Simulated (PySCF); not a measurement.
Computed IR spectrum (relative IR intensity) of a molecule C₂H₆BClO. Coordinates come from a PBE-D3(BJ)/def2-SVP optimisation. One conformer was computed; it need not be the lowest. Computed with PBE-D3(BJ)/def2-SVP in PySCF 2.14.0. Frequencies are harmonic and unscaled.

Lines under 2 % of the strongest are left out, and lines within 2 cm⁻¹ are merged.

```csv
ν (cm⁻¹),relative intensity
352,2.0
355,6.6
572,8.0
620,51
721,4.6
870,41
968,17
1043,2.2
1137,100
1208,4.8
1239,42
1370,2.6
1398,75
1425,5.8
1432,12
2945,5.6
2973,13
3012,3.7
3056,9.8
3065,8.6
3713,27
```

Question: Which structure fits?
(A) CCOBCl
(B) COB(C)Cl
(C) CCB(O)Cl

Answer: C, CCB(O)Cl
